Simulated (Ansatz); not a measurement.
Ideal-gas functions of `OB[TeH]` at 500 K and 1 bar, from an Ansatz frequency run at PBE0-D4/def2-TZVP.

Molar mass 157.44 g/mol, point group Cs (symmetry number 1), electronic degeneracy 1, moments of inertia 12.073, 177.971, 190.044 u Å². Harmonic wavenumbers (cm⁻¹, unscaled): 244, 253, 518, 565, 633, 824, 984, 1142, 1334, 2173, 2654, 3876.

Use S(trans) = R[1.5 ln M + 2.5 ln T − 1.1517]; rotational temperatures θ = 24.2544 K / I; S(rot) = R[ln(√π/σ · √(T³/θAθBθC)) + 1.5]; for each mode x = 1.438777 ν̃/T, S = R[x/(eˣ − 1) − ln(1 − e⁻ˣ)] and H = RT x/(eˣ − 1); 1 cm⁻¹ = 0.0119627 kJ/mol; R = 8.31446 J/(mol·K).

By hand: the entropy, in J/(mol·K).

Translation 182.7. Rotation: θ = 2.009, 0.1363, 0.1276 K, giving 108.7. Vibration, mode by mode: 11.42, 11.13, 5.72, 5.13, 4.39, 2.85, 1.98, 1.38, 0.88, 0.12, 0.03, 0.00, in all 45.0. Electronic 0.0. Sum 336.4 J/(mol·K).

By hand: H − E and G − E in kJ/mol, counted from the electronic energy.

Zero-point energy ½ × 15200 × 0.0119627 = 90.9; thermal vibration 13.3; translation, rotation and pV give 4 RT = 16.6. H − E = 120.8 kJ/mol, and G − E = 120.8 − 500 × 336.4/1000 = -47.4 kJ/mol.

Vibration gives 13 % of the entropy. The sum counts one conformer and one mirror image; others add a mixing term.
